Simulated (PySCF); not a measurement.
All of these have the formula C7H12. Computed, not measured: TDDFT CAM-B3LYP/def2-SVPD, vertical, gas phase, core orbitals frozen in the response in PySCF 2.14.0, density-fitted response routines. Geometries: GFN2-xTB; one conformer of each isolated species. Triplets are in the Tamm–Dancoff approximation.

**Question.** Rank by computed lowest singlet excitation energy, lowest first.
A. `C=C(C)CC1CC1`
B. `C1C[C@H]2CC[C@@H]1C2`
C. `C1C[C@H]2C[C@@H](C1)C2`
D. `C1(CC=CC1)CC`
E. `CCCCC1C=C1`

**Answer.** E (6.17 eV), D (6.75 eV), A (6.98 eV), C (7.78 eV), B (8.02 eV).

```json
{"SMILES": "CCCCC1C=C1", "S1 (eV)": "6.17", "T1 (eV)": "4.05", "first f ≥ 0.01 (nm)": "196", "f (S1)": "0.005", "LUMO (eV)": "1.12", "S1 mainly": "H-1→L (79%)"}
{"SMILES": "CCC1CC=CC1", "S1 (eV)": "6.75", "T1 (eV)": "4.37", "first f ≥ 0.01 (nm)": "176", "f (S1)": "0.007", "LUMO (eV)": "1.48", "S1 mainly": "H→L (65%)"}
{"SMILES": "C=C(C)CC1CC1", "S1 (eV)": "6.98", "T1 (eV)": "4.45", "first f ≥ 0.01 (nm)": "178", "f (S1)": "0.048", "LUMO (eV)": "1.39", "S1 mainly": "H→L (69%)"}
{"SMILES": "C1C[C@H]2C[C@@H](C1)C2", "S1 (eV)": "7.78", "T1 (eV)": "7.61", "first f ≥ 0.01 (nm)": "154", "f (S1)": "0.000", "LUMO (eV)": "1.37", "S1 mainly": "H→L (94%)"}
{"SMILES": "C1C[C@H]2CC[C@@H]1C2", "S1 (eV)": "8.02", "T1 (eV)": "7.83", "first f ≥ 0.01 (nm)": "140", "f (S1)": "0.000", "LUMO (eV)": "1.35", "S1 mainly": "H→L (95%)"}
```

H and L stand for HOMO and LUMO.

Mean S1 by what the SMILES shows (count): single bonds only 7.90 eV (2); a double or triple bond but no aromatic ring 6.63 eV (3).

- `CCCCC1C=C1`: Löwdin shares by element: HOMO carbon 82% or more (atoms not listed hold the other 18%); LUMO carbon 66% or more, hydrogen 16% or more (atoms not listed hold the other 18%).
- `CCC1CC=CC1`: Löwdin shares by element: HOMO carbon 80% or more (atoms not listed hold the other 20%); LUMO carbon 37% or more (atoms not listed hold the other 63%).
- `C=C(C)CC1CC1`: Löwdin shares by element: HOMO carbon 80% or more (atoms not listed hold the other 20%); LUMO carbon 34% or more, hydrogen 8% or more (atoms not listed hold the other 57%).
- `C1C[C@H]2C[C@@H](C1)C2`: Löwdin shares by element: HOMO carbon 54% or more (atoms not listed hold the other 46%); LUMO carbon 31% or more (atoms not listed hold the other 69%).
- `C1C[C@H]2CC[C@@H]1C2`: Löwdin shares by element: HOMO carbon 50% or more (atoms not listed hold the other 50%); LUMO carbon 29% or more (atoms not listed hold the other 71%).
